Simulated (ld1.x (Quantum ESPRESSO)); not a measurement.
**Logarithmic derivatives: bismuth (Bi), TM**

ld1.x (Quantum ESPRESSO) 7.5 input, shortened:

```
&input
   title='Bi', zed=83., rel=0, dft='REVPBE', iswitch=3,
   config='[Xe] 4f14 5d10 6s2 6p3'
 /
 &inputp
   pseudotype=2, tm=.true., lloc=0,
   nlcc=.true., new_core_ps=.true.
 /
3
6P  2  1   3.00   0.00  2.65  2.65  0.0
5D  3  2  10.00   0.00  1.80  1.80  0.0
6S  1  0   2.00   0.00  2.20  2.20  0.0
 &test
   configts(1)='5d10 6s2 6p3'
 /
```

The phase is arctan(r·u′/u) with u = r·R(r), unwrapped; energies in Ry, scanned from -4 to 5 Ry. A pole is an energy at which the radial function vanishes at the test radius. The pseudo phase is shifted by a multiple of π to meet the all-electron one at the reference energy, and phase errors are pseudo minus all-electron; the curves can meet again beyond the range given. Levels narrower than the energy grid can be missing from the lists of poles.

```json
{"channel": "s", "radius (bohr)": "2.89", "reference energy (Ry)": "-0.83", "poles, all-electron": "0.18", "poles, pseudo": "0.17", "unbroken range about the reference energy with phases within 0.05 rad": "below 2.0", "phase error 1 Ry above the reference energy (rad)": "-0.003"}
{"channel": "p", "radius (bohr)": "2.89", "reference energy (Ry)": "-0.34", "poles, all-electron": "1.21", "poles, pseudo": "1.16", "unbroken range about the reference energy with phases within 0.05 rad": "below 2.9", "phase error 1 Ry above the reference energy (rad)": "-0.004"}
{"channel": "d", "radius (bohr)": "2.89", "reference energy (Ry)": "-2.27", "poles, all-electron": "-2.23, 3.27", "poles, pseudo": "-2.23, 4.07", "unbroken range about the reference energy with phases within 0.05 rad": "below 0.0", "phase error 1 Ry above the reference energy (rad)": "+0.005"}
```

Phases in the d channel:

| E (Ry) | all-electron | pseudo |
| --- | --- | --- |
| -4.00 | 1.390 | 1.391 |
| -3.76 | 1.383 | 1.384 |
| -3.52 | 1.375 | 1.376 |
| -3.28 | 1.365 | 1.366 |
| -3.04 | 1.353 | 1.353 |
| -2.80 | 1.333 | 1.334 |
| -2.56 | 1.290 | 1.291 |
| -2.32 | 0.362 | 0.370 |
| -2.08 | -1.724 | -1.722 |
| -1.84 | -1.777 | -1.775 |
| -1.60 | -1.805 | -1.802 |
| -1.36 | -1.830 | -1.825 |
| -1.12 | -1.856 | -1.850 |
| -0.88 | -1.886 | -1.877 |
| -0.64 | -1.923 | -1.911 |
| -0.40 | -1.972 | -1.953 |
| -0.16 | -2.040 | -2.010 |
| 0.08 | -2.141 | -2.088 |
| 0.32 | -2.304 | -2.206 |
| 0.56 | -2.592 | -2.396 |
| 0.80 | -3.089 | -2.719 |
| 1.04 | -3.676 | -3.215 |
| 1.28 | -4.074 | -3.725 |
| 1.52 | -4.296 | -4.067 |
| 1.76 | -4.427 | -4.268 |
| 2.00 | -4.512 | -4.392 |
| 2.24 | -4.572 | -4.475 |
| 2.48 | -4.616 | -4.533 |
| 2.72 | -4.652 | -4.577 |
| 2.96 | -4.681 | -4.612 |
| 3.20 | -4.706 | -4.640 |
| 3.44 | -4.729 | -4.663 |
| 3.68 | -4.750 | -4.684 |
| 3.92 | -4.771 | -4.702 |
| 4.16 | -4.791 | -4.718 |
| 4.40 | -4.813 | -4.733 |
| 4.64 | -4.836 | -4.748 |
| 4.88 | -4.863 | -4.762 |
